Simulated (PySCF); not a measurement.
## Orbital picture of KSn⁺

BLYP at R = 3.896 Å; K x2c-SVPall, Sn x2c-SVPall; spin-free X2C with a Gaussian nucleus (PySCF 2.14). State: ³Π (triplet), unpaired electrons σ ↑, π ↑. Only the outer orbitals are listed, counted within each symmetry.

| spin | orbital | occ. | ε (eV) | on K (%) | main shells (%) |
| --- | --- | --- | --- | --- | --- |
| α | 7π | 1 | -24.23 | 100 | 100 K p |
| α | 7π | 1 | -24.22 | 100 | 100 K p |
| α | 14σ | 1 | -24.20 | 100 | 100 K p |
| α | 15σ | 1 | -14.66 | 2 | 98 Sn s |
| α | 16σ | 1 | -8.07 | 16 | 84 Sn p, 10 K s |
| α | 8π | 1 | -7.59 | 2 | 98 Sn p |
| α | 8π | 0 | -7.63 | 2 | 98 Sn p |
| α | 17σ | 0 | -5.54 | 92 | 91 K s, 8 Sn p |
| α | 9π | 0 | -3.72 | 97 | 97 K p |
| β | 7π | 1 | -24.22 | 100 | 100 K p |
| β | 7π | 1 | -24.21 | 100 | 100 K p |
| β | 14σ | 1 | -24.18 | 100 | 100 K p |
| β | 15σ | 1 | -13.81 | 2 | 98 Sn s |
| β | 8π | 0 | -7.23 | 2 | 98 Sn p |
| β | 16σ | 0 | -7.09 | 27 | 72 Sn p, 22 K s |
| β | 8π | 0 | -6.47 | 4 | 96 Sn p |

Q: Which are the highest filled and the lowest empty level, where do they sit, and how wide is the gap?

A: Highest filled α 8π at -7.59 eV (in %: 98 Sn p); lowest empty α 8π at -7.63 eV (in %: 98 Sn p); the gap at BLYP is -0.04 eV. Both belong to one degenerate shell, split only by its one-sided filling, so this is no excitation gap.

* bond order (Mayer): 0.38
* ⟨S²⟩: 2.001
* charge on K (Mulliken, basis-dependent): 0.78
* charge on K (Löwdin, basis-dependent): 0.70
* dipole moment (positive dipole points towards Sn; it is taken about the centre of mass and depends on that origin): -11.03 D

Spin–orbit coupling is left out. The state is the lowest determinant that a PBE0 search found; another state may lie lower at other levels.
